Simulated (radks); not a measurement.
The arsenic ion As+ inside a hard spherical wall (all orbitals vanish at R), configuration held at [Ar] 3d10 4s2 4p2 and not refilled when levels cross. Method: scalar-relativistic Kohn-Sham, LDA (Slater exchange, Perdew-Wang correlation), spin-polarised, spherical densities, point nucleus; open shells are filled with parallel spins first; computed with a radial shooting solver on a logarithmic mesh with Libxc functionals. Eigenvalues in eV for spin up, with the zero of energy where the potential of the charges vanishes at infinity; a dash marks a level that is unbound or too diffuse for the functional's potential to be trusted. A positive occupied level is held by the wall or, in an anion where self-interaction has pushed it up, behind a barrier. The pressure on the wall is -dE/dV.

| R (bohr) | E (hartree) | kinetic (hartree) | e(3p) | e(3d) | e(4s) | e(4p) | e(5s, empty) | e(4d, empty) | pressure (GPa) |
|---|---|---|---|---|---|---|---|---|---|
| free | -2257.43955 | 2300.099 | -143.16 | -50.662 | -24.224 | -14.150 | -5.071 | -3.554 | 0 |
| 15 | -2257.43955 | 2300.099 | -143.16 | -50.662 | -24.224 | -14.150 | -5.070 | -3.552 | < 0.0001 |
| 12 | -2257.43955 | 2300.099 | -143.16 | -50.662 | -24.224 | -14.150 | -5.053 | -3.534 | < 0.0001 |
| 10 | -2257.43955 | 2300.099 | -143.16 | -50.662 | -24.223 | -14.150 | -4.963 | -3.471 | 0.000172 |
| 8 | -2257.43940 | 2300.101 | -143.15 | -50.650 | -24.215 | -14.140 | -4.480 | -3.201 | 0.0101 |
| 7 | -2257.43863 | 2300.109 | -143.10 | -50.606 | -24.183 | -14.103 | -3.701 | -2.814 | 0.0772 |
| 5 | -2257.41032 | 2300.317 | -142.25 | -49.767 | -23.567 | -13.298 | 2.827 | 0.106 | 4.67 |
| 3.5 | -2257.05627 | 2302.060 | -137.60 | -45.224 | -19.390 | -7.614 | 29.427 | 11.295 | 128 |
| 2.5 | -2255.05258 | 2309.442 | -125.83 | -33.719 | -2.585 | 13.538 | 105.07 | 42.322 | 1750 |
| 2 | -2250.65860 | 2323.880 | -110.45 | -18.086 | 29.089 | 50.257 | 216.05 | 87.254 | 8920 |
